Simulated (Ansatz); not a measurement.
CH₈S₂Si₂, SMILES `[SiH3][SiH2]SCS`, relaxed with RKS PBE-D4/def2-SVP in Ansatz 0.2.0 from a rough embedded geometry. The force threshold is 0.03 eV/Å; the program also tests the step.

The species carries charge 0 and has multiplicity 1.

Start:

```xyz
13

Si    1.839   -0.752    0.953
Si   -0.372   -1.115    0.932
S    -1.521    0.651    0.547
C    -1.520    0.861   -1.281
S    -0.028    1.853   -1.705
H     2.245    0.398    1.883
H     2.602   -1.933    1.367
H     2.356   -0.333   -0.421
H    -0.808   -1.653    2.204
H    -0.732   -2.135   -0.124
H    -1.403   -0.132   -1.793
H    -2.366    1.364   -1.619
H    -0.291    2.924   -0.942
```

```tsv
step	energy (eV)	largest force (eV/Å)	largest move (Å)
1	-38561.7108	3.460	0.000
2	-38562.0691	0.604	0.191
3	-38562.1371	0.325	0.131
4	-38562.1519	0.141	0.074
5	-38562.1573	0.397	0.200
6	-38562.1933	0.094	0.200
7	-38562.2121	0.068	0.200
8	-38562.2208	0.111	0.140
9	-38562.2215	0.107	0.184
10	-38562.2243	0.066	0.071
11	-38562.2251	0.058	0.060
12	-38562.2272	0.036	0.075
13	-38562.2284	0.113	0.106
14	-38562.2291	0.087	0.020
15	-38562.2299	0.013	0.021
16	-38562.2302	0.014	0.044
17	-38562.2303	0.014	0.044
```

End:

```xyz
13

Si    1.853   -0.509    0.848
Si   -0.402   -1.208    0.747
S    -1.856    0.405    0.610
C    -1.581    0.926   -1.127
S     0.140    1.317   -1.616
H     1.928    0.933    1.275
H     2.575   -1.332    1.889
H     2.561   -0.695   -0.465
H    -0.797   -1.883    2.034
H    -0.619   -2.171   -0.397
H    -1.896    0.125   -1.826
H    -2.241    1.801   -1.289
H     0.335    2.291   -0.681
```

Hardware: 4 threads of an INTEL XEON PLATINUM 8581C on a shared host. Wall time 19 s, peak host memory 0.21 GiB.
